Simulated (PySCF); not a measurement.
# Os³⁺ (osmium, charge +3) across methods

[Xe] 4f14 5d5, high-spin 6S determinant. All numbers are calculated (PySCF 2.14, scalar relativity through the core potential, in aug-cc-pwCVDZ-PP with ECP60MDF (6s6p5d3f, 70 functions)).

```
 method  E (hartree)  mean ε 5p α (eV)  mean ε 5p β (eV)  mean ε 5d α (eV)  Σ⟨r²⟩ (bohr²)   ⟨S²⟩
    UHF    -88.32519           -97.094           -86.823           -42.847          26.36  8.752
 r2SCAN     -88.9131           -84.370           -79.437           -36.925          26.37  8.751
  M06-L     -88.9210           -83.643           -79.178           -36.472          26.11  8.751
  HSE06     -88.8575           -85.955           -80.763           -37.851          26.48  8.751
    PBE     -88.8754           -82.528           -78.824           -36.499          26.58  8.750
    LDA     -88.6391           -82.436           -78.836           -36.531          26.78  8.750
   PBE0     -88.8601           -86.385           -81.179           -38.279          26.47  8.751
  TPSSh     -88.8460           -84.380           -79.893           -37.136          26.48  8.751
LC-wPBE     -88.8951           -88.432           -83.983           -41.053          26.43  8.751
```

Energies and moments cover only the electrons outside the core potential. Spin-orbit coupling, which splits the p, d and f shells strongly at this Z, is absent.
